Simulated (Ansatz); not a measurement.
Calculation: frozen-core CCSD(T)/cc-pVTZ // PBE0-D3(BJ)/def2-TZVP in Ansatz (a program for electronic structure).

Ansatz 0.2 input:
```yaml
crystal:
  periodic: [false, false, false]
  atoms:
    - { symbol: N, position_ang: [1.103901, -0.24056, -0.19334] }
    - { symbol: Si, position_ang: [-0.52947, 0.12124, 0.015624] }
    - { symbol: Br, position_ang: [-0.88064, 2.137503, -0.793593] }
    - { symbol: Br, position_ang: [-1.239349, 0.125995, 2.113348] }
    - { symbol: Br, position_ang: [-1.698624, -1.400089, -1.062386] }
    - { symbol: H, position_ang: [1.810805, 0.444103, 0.02219] }
    - { symbol: H, position_ang: [1.433376, -1.188192, -0.101843] }
basis:
  gaussian: { orbitals: cc-pVTZ }
correlation:
  method: ccsd_t
```

Output:

```
Functional definition: HF
1391 factors; integrals over basis functions are off by at most 1.3e-3 eV
mean field evaluation 1: about -219379.4820 eV, gradient 3.5e1 eV
mean field evaluation 2: about -219379.7779 eV, gradient 3.5e1 eV
mean field evaluation 4: about -219382.5454 eV, gradient 2.7e0 eV
mean field evaluation 8: about -219382.5954 eV, gradient 2.2e-1 eV
mean field evaluation 16: about -219379.4799 eV, gradient 3.5e1 eV
mean field -219382.59558113 eV, -8062.1616847423 hartree, gradient 2.6e-6 eV, S^2 0.000000; 0 other end points of the search recorded, 0 dependent functions left out
33 core orbitals not correlated
reference -219382.59558113 eV, -8062.1616847423 hartree; 31, 31 occupied and 157, 157 virtual orbitals, 1391 factors
second order -27.20631128 eV of doubles, -0.00000000 eV of singles
cycle   1  -27.38117145 eV  change   -1.7e-1 eV  update   1.0e-1
cycle   2  -27.96809132 eV  change   -5.9e-1 eV  update   2.6e-2
cycle   3  -28.06262193 eV  change   -9.5e-2 eV  update   1.2e-2
cycle   4  -28.04657099 eV  change    1.6e-2 eV  update   2.8e-3
cycle   5  -28.04717094 eV  change   -6.0e-4 eV  update   1.2e-3
cycle   6  -28.04707571 eV  change    9.5e-5 eV  update   3.1e-4
cycle   7  -28.04689503 eV  change    1.8e-4 eV  update   1.1e-4
cycle   8  -28.04692549 eV  change   -3.0e-5 eV  update   3.3e-5
perturbative correction -1.14269501 eV, -0.0419932670 hartree
Total energy: -219411.78520163 eV, -8063.2343835102 hartree
```

Cost: around 17 core-minutes (rough).
